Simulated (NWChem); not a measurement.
System: C2H4BNO; SMILES N(=C=O)BC

NWChem input:

```
start job
memory heap 200 mb stack 900 mb global 1100 mb
geometry units angstroms noautoz
  B     -0.895523     0.448298    -0.721299
  H     -1.738307    -0.236999    -1.229547
  C     -0.872505     1.998090    -0.944976
  H     -0.820515     2.217594    -2.021482
  H     -0.054244     2.519949    -0.439916
  H     -1.826382     2.433468    -0.612121
  N      0.072249    -0.206467     0.087736
  C      0.668950    -1.080472     0.660553
  O      1.301899    -1.880624     1.248242
end
basis spherical
  * library def2-svp
end
dft
  xc xpbe96 cpbe96
  iterations 150
  mulliken
end
task dft energy
```

Structure relaxed at the B3LYP/6-31G* (spherical d) level.

Task: Give the results of this calculation. (PBE/def2-SVP.) Quantities: energy (Ha); highest occupied level (eV); orbital gap (eV); dipole (D).

Result: 
```json
{
  "energy (Ha)": "-233.03",
  "highest occupied level (eV)": "-6.70",
  "orbital gap (eV)": "4.40",
  "dipole (D)": "1.56"
}
```
